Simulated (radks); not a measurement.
The numbers below are computed, except where a source is named.
Problem. All-electron atom: Al2+ in [Ne] 3s1. Code: a radial shooting solver on a logarithmic mesh with Libxc functionals. Model: non-relativistic Kohn-Sham, LDA (Slater exchange, VWN5 correlation), spin-unpolarised, spherical densities, point nucleus; hard spherical wall at 4 bohr. Some entries of the table are withheld. Estimate them.

orbital,occ.,eigenvalue (hartree),<1/r> (bohr^-1),r(max) (bohr)
1s,2,-55.88974,12.53,0.07896
2s,2,-4.65344,(1),0.4993
2p,6,(2),(3),(4)
3s,1,-0.81109,0.6803,(5)
3p,0,-0.52979,(6),2.024
3d,0,-0.15377,0.5187,2.157
4s,0,0.53470,0.6765,3.009

Solution. 
(1) 2s <1/r> (bohr^-1): 2.324
(2) 2p eigenvalue (hartree): -3.28300
(3) 2p <1/r> (bohr^-1): 2.211
(4) 2p r(max) (bohr): 0.4275
(5) 3s r(max) (bohr): 1.856
(6) 3p <1/r> (bohr^-1): 0.6386
